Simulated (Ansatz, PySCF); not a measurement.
Process, species as SMILES: NC1CC1 + H+ -> [NH3+]C1CC1
Each molecule is optimised on its own at B3LYP-D3(BJ)/def2-TZVP (Ansatz, a program for electronic structure), one conformer each, not searched for the lowest.

Property: proton affinity (enthalpy at 298 K, with B3LYP-D3(BJ) rigid-rotor harmonic-oscillator terms from PySCF), positive where the reaction releases energy, in kJ/mol. Valence correlation only, unless marked. No spin-orbit coupling. No relativistic terms. CBS(X,Y): correlation extrapolated as X^-3; Hartree-Fock from the larger set. The bracket is a focal-point correction in the basis named.

```json
[
 {"level": "HF/6-31G", "program": "Ansatz", "proton affinity (kJ/mol)": "932.8"},
 {"level": "HF/6-31G*", "program": "Ansatz", "proton affinity (kJ/mol)": "920.7"},
 {"level": "HF/cc-pVDZ", "program": "Ansatz", "proton affinity (kJ/mol)": "923.8"},
 {"level": "HF/cc-pVTZ", "program": "Ansatz", "proton affinity (kJ/mol)": "923.2"},
 {"level": "BLYP/def2-TZVPD", "program": "Ansatz", "proton affinity (kJ/mol)": "893.2"},
 {"level": "revPBE/def2-TZVPD", "program": "Ansatz", "proton affinity (kJ/mol)": "903.7"},
 {"level": "r2SCAN/def2-TZVPD", "program": "Ansatz", "proton affinity (kJ/mol)": "902.2"},
 {"level": "r2SCAN-D3(BJ)/def2-TZVPD", "program": "Ansatz + dftd3", "proton affinity (kJ/mol)": "902.9"},
 {"level": "B3LYP/def2-TZVPD", "program": "Ansatz", "proton affinity (kJ/mol)": "898.8"},
 {"level": "PBE0/def2-QZVPP", "program": "Ansatz", "proton affinity (kJ/mol)": "905.2"},
 {"level": "HSE06/def2-TZVPD", "program": "Ansatz", "proton affinity (kJ/mol)": "903.0"},
 {"level": "CAM-B3LYP-D3(BJ)/def2-TZVPD", "program": "Ansatz + dftd3", "proton affinity (kJ/mol)": "894.7"},
 {"level": "LC-wPBE-D3(BJ)/def2-TZVPD", "program": "Ansatz + dftd3", "proton affinity (kJ/mol)": "907.9"},
 {"level": "PBE-QIDH/def2-TZVPD", "program": "Ansatz", "proton affinity (kJ/mol)": "902.2"},
 {"level": "SCS-MP2/6-31G*", "program": "Ansatz", "proton affinity (kJ/mol)": "917.6"},
 {"level": "CCSD/6-31G", "program": "Ansatz", "proton affinity (kJ/mol)": "939.4"},
 {"level": "CCSD/cc-pVTZ", "program": "Ansatz", "proton affinity (kJ/mol)": "912.7"},
 {"level": "CCSD(T)/cc-pVTZ", "program": "Ansatz", "proton affinity (kJ/mol)": "908.9"},
 {"level": "CCSD(T) with core electrons/cc-pwCVTZ", "program": "Ansatz", "proton affinity (kJ/mol)": "908.5"},
 {"level": "RI-MP2/CBS(cc-pVTZ,cc-pVQZ)+[CCSD(T)-MP2]/cc-pVDZ", "program": "Ansatz", "proton affinity (kJ/mol)": "900.1"},
 {"level": "RI-MP2/CBS(cc-pVTZ,cc-pVQZ)+[CCSD(T)-MP2]/cc-pVTZ", "program": "Ansatz", "proton affinity (kJ/mol)": "900.0"}
]
```
